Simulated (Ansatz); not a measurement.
```yaml
crystal:
  periodic: [false, false, false]
  atoms:
    - {symbol: Mg, position_ang: [1.601325, 0.524497, 0.798840]}
    - {symbol: Mg, position_ang: [-1.290577, 1.318657, 0.270190]}
    - {symbol: Mg, position_ang: [-0.578736, -1.601285, 0.760481]}
    - {symbol: Mg, position_ang: [0.268018, -0.241851, -1.829516]}
    - {symbol: Se, position_ang: [0.776906, 2.149506, -1.020843]}
    - {symbol: Se, position_ang: [-0.359803, 0.324676, 2.455852]}
    - {symbol: Se, position_ang: [1.732413, -1.770109, -0.362713]}
    - {symbol: Se, position_ang: [-2.149546, -0.704071, -1.072291]}
basis:
  gaussian: {orbitals: def2-TZVP, initial_orbitals: start.molden}
hamiltonian: {xc: {name: wB97X-V}}
scf: {omitted_lower_state_checks: [starts]}
output: {orbitals: {seedname: orbitals}}
```

The file start.molden holds the orbitals of an earlier run on this structure, at another level or in another basis.

```sh
$ ansatz run in.yaml --threads 4 --pin off --events-out ev --progress --plain --max-ram 4787MiB
```

Does this run fit into the memory that it is given?

No. It has 320 basis functions, and Ansatz plans for 6 GiB where 5 GiB are given.
